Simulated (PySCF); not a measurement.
ISn, charge +1, singlet, at a GFN2-xTB geometry (such geometries of metal compounds can be far from the true shape) (all electrons, no relativity); CAMB3LYP/STO-3G in PySCF.

Input for PySCF:
```python
from pyscf import gto, scf, dft

mol = gto.M(
    atom='''
Sn   -0.000000   -0.000000   -1.376749
I     0.000000    0.000000    1.298820
''',
    basis='sto-3g',
    charge=1,
    spin=0,
    verbose=4,
)

mf = dft.RKS(mol)
mf.xc = 'camb3lyp'
mf.kernel()
```

The log (banner, timings and long lists left out):

```
PySCF version 2.14.0

[INPUT] verbose = 4
[INPUT] num. atoms = 2
[INPUT] num. electrons = 102
[INPUT] charge = 1
[INPUT] spin (= nelec alpha-beta = 2S) = 0
[INPUT] symmetry False subgroup None
[INPUT] Mole.unit = angstrom
[INPUT] Symbol           X                Y                Z      unit          X                Y                Z       unit  Magmom
[INPUT]  1 Sn     0.000000000000   0.000000000000  -1.376749000000 AA    0.000000000000   0.000000000000  -2.601678552269 Bohr   0.0
[INPUT]  2 I      0.000000000000   0.000000000000   1.298820000000 AA    0.000000000000   0.000000000000   2.454414085108 Bohr   0.0

nuclear repulsion = 524.120143766803
number of shells = 22
number of NR pGTOs = 162
number of NR cGTOs = 54
basis = sto-3g
ecp = {}

******** <class 'pyscf.dft.rks.RKS'> ********
method = RKS
initial guess = minao
damping factor = 0
level_shift factor = 0
DIIS = <class 'pyscf.scf.diis.CDIIS'>
diis_start_cycle = 1
diis_space = 8
diis_damp = 0
SCF conv_tol = 1e-09
SCF conv_tol_grad = None
SCF max_cycles = 50
direct_scf = True
direct_scf_tol = 1e-13
XC library pyscf.dft.libxc version 7.1.2
    S. Lehtola, C. Steigemann, M. J. T. Oliveira, and M. A. L. Marques,  SoftwareX 7, 1–5 (2018)
XC functionals = camb3lyp
    T. Yanai, D. P. Tew, and N. C. Handy,  Chem. Phys. Lett. 393, 51 (2004)
radial grids:
    Treutler-Ahlrichs [JCP 102, 346 (1995); DOI:10.1063/1.469408] (M4) radial grids

becke partition: Becke, JCP 88, 2547 (1988); DOI:10.1063/1.454033
pruning grids: <function nwchem_prune>
grids dens level: 3
symmetrized grids: False
atomic radii adjust function: <function treutler_atomic_radii_adjust>
small_rho_cutoff = 0
Set gradient conv threshold to 3.16228e-05
Initial guess from minao.
tot grids = 43920
init E= -12780.3130067843
  HOMO = -0.740799755155006  LUMO = -0.526741592104033  gap/eV = 5.82482
cycle= 1 E= -12818.3144713838  delta_E=  -38  |g|= 0.331  |ddm|= 1.89
  HOMO = -0.391187085411474  LUMO = -0.254165798770201  gap/eV = 3.72854
cycle= 2 E= -12818.1885574867  delta_E= 0.126  |g|= 0.613  |ddm|= 2.27
  HOMO = -0.452971738122911  LUMO = -0.215644368184055  gap/eV = 6.45801
cycle= 3 E= -12818.3886006714  delta_E= -0.2  |g|= 0.0133  |ddm|= 1.37
  HOMO = -0.463817035338124  LUMO = -0.211917910712425  gap/eV = 6.85452
cycle= 4 E= -12818.3887494062  delta_E= -0.000149  |g|= 0.00294  |ddm|= 0.0452
  HOMO = -0.463774358293271  LUMO = -0.212399757389713  gap/eV = 6.84025
cycle= 5 E= -12818.3887620682  delta_E= -1.27e-05  |g|= 0.000448  |ddm|= 0.0173
  HOMO = -0.463743058487864  LUMO = -0.212345614786045  gap/eV = 6.84087
cycle= 6 E= -12818.3887624781  delta_E= -4.1e-07  |g|= 7.7e-05  |ddm|= 0.00354
  HOMO = -0.463736356827024  LUMO = -0.212366325517565  gap/eV = 6.84013
cycle= 7 E= -12818.3887624843  delta_E= -6.28e-09  |g|= 9.79e-06  |ddm|= 0.000476
  HOMO = -0.463736890587318  LUMO = -0.212362745258896  gap/eV = 6.84024
cycle= 8 E= -12818.3887624844  delta_E= -8.73e-11  |g|= 1.08e-06  |ddm|= 5.3e-05
  HOMO = -0.463736877417158  LUMO = -0.212363253672269  gap/eV = 6.84022
Extra cycle  E= -12818.3887624844  delta_E= -1.82e-11  |g|= 8.15e-07  |ddm|= 5.55e-06
converged SCF energy = -12818.3887624844
```
